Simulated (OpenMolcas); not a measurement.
S III: CASPT2 settings compared

```json
{
  "Program": "OpenMolcas",
  "Basis": "ANO-RCC-VDZ [4s3p]",
  "Scalar Hamiltonian": "DKH2, point nucleus",
  "Active space": "4 electrons in 4 orbitals (3s 3p)",
  "State averaging": "2S+1 = 3 even, 6 roots; 2S+1 = 1 even, 6 roots kept (CI in the orbitals of an earlier block); 2S+1 = 3 odd, 9 roots; 2S+1 = 5 odd, 1 root kept (CI in the orbitals of an earlier block); 2S+1 = 1 odd, 8 roots kept (CI in the orbitals of an earlier block)",
  "Spin-orbit coupling": "RASSI with atomic mean-field integrals over the reference wave functions, term energies averaged over their components"
}
```

Methods on the same reference wave functions:
A. CASSCF
B. SS-CASPT2, IPEA 0.35 Eh, imaginary shift 0.15 Eh (closed shells correlated: 2s 2p)
C. SS-CASPT2, IPEA 0.5 Eh, sigma2 regulariser 0.2 Eh (closed shells correlated: none)
D. SS-CASPT2, IPEA 0.2 Eh, imaginary shift 0.25 Eh (closed shells correlated: 2s 2p)
E. MS-CASPT2, IPEA 0.2 Eh, imaginary shift 0.25 Eh (closed shells correlated: 2s 2p)
F. MS-CASPT2, IPEA 0.5 Eh, sigma2 regulariser 0.2 Eh (closed shells correlated: none)

Energies in cm⁻¹ above 3s² 3p² ³P₀, the measured ground level; measured values from NIST levels in Podobedova, Kelleher and Wiese, J. Phys. Chem. Ref. Data 38, 171 (2009).

```csv
Level,A,B,C,D,E,F,Measured
3s² 3p² ³P₀,0.0,0.0,0.0,0.0,0.0,0.0,0.0
3s² 3p² ³P₁,252,253,253,253,253,253,299
3s² 3p² ³P₂,713,714,714,714,714,714,833
3s² 3p² ¹D₂,14200,14100,14110,14100,14100,14110,11323
3s² 3p² ¹S₀,25894,25310,25400,25280,25280,25400,27161
3s 3p³ ⁵S°₂,47104,47200,47110,47180,47180,47110,58672
3s 3p³ ³D°₂,93693,93730,93710,93680,93680,93710,84047
3s 3p³ ³D°₁,93695,93730,93710,93680,93680,93710,84019
3s 3p³ ³D°₃,93705,93740,93720,93690,93690,93720,84099
3s 3p³ ³P°₀,107366,107080,107100,107020,107020,107100,98772
3s 3p³ ³P°₁,107371,107080,107110,107030,107030,107110,98766
3s 3p³ ³P°₂,107379,107090,107120,107040,107040,107120,98745
3s 3p³ ¹D°₂,145921,145580,145630,145540,145540,145630,151979
3s 3p³ ³S°₁,151515,151330,151420,151240,151240,151430,138067
3s 3p³ ¹P°₁,159600,158950,159050,158900,158900,159050,136844
```

Deviations, from unrounded energies. A percentage is the sum of absolute deviations over the sum of measured energies, with the sign that they share, or ± where signs differ.

```tsv
Against measurement	Levels	A	B	C	D	E	F
mean absolute deviation (cm-1)	14	8100	8000	8000	8000	8000	8000
fine structure of the ground term (%)	2	-14.7	-14.6	-14.6	-14.6	-14.6	-14.6
other terms of the ground configuration (%)	2	±10.8	±12.0	±11.8	±12.1	±12.1	±11.8
other configurations (%)	10	±10.5	±10.4	±10.4	±10.3	±10.3	±10.4
```

A, B, C, D, E, F lie about equally close to measurement. The largest miss of D in the table is 3s 3p³ ¹P°₁, by +22000 cm-1. The ranking rests on the paired levels alone, and a cruder setting can come out closer through cancelling errors.

Among B to F the level of the table that moves most is 3s 3p³ ³S°₁, by 180 cm-1 (lowest in D, highest in F). Moves below CASPT2's spread within the term are not significant.

The mean deviations of B to F differ by less than CASPT2's widest spread within a term (67 cm-1), so their order carries little weight.

From A to B the spin-free energies of the other terms of 3s² 3p² shown, above ³P, scale by factors of 0.98 to 0.99.

The lowest spin-free term lies below A's lowest term by 0.006 hartree in B, 0.003 hartree in C, 0.006 hartree in D, 0.006 hartree in E, 0.003 hartree in F.

CASPT2 does not keep the components of a term degenerate, so their means are used; among the terms shown or strongly mixed into the levels shown the widest spread is 67 cm-1 (3s 3p³ ³D°, F). Terms from blocks run as CI alone lack orbitals of their own. Terms of s pⁿ other than that of highest spin mix with s² pⁿ⁻² d, which this space lacks; all of them can be thousands of cm-1 off, and some have no real level of that name. Some terms miss by over 15 % even with CASPT2, which points to a basis or an active space too small for the shells correlated (holds for B; C; D; E; F). Computed and measured levels are paired by configuration, term and J; levels that our copy of the source lacks, or whose pairing is in doubt (as where it misses far off the trend of its configuration), stay unpaired and out of the deviations. Only configurations of the active space appear. Levels that lie high or do not pair safely by name in every column are left out.

° marks odd parity.
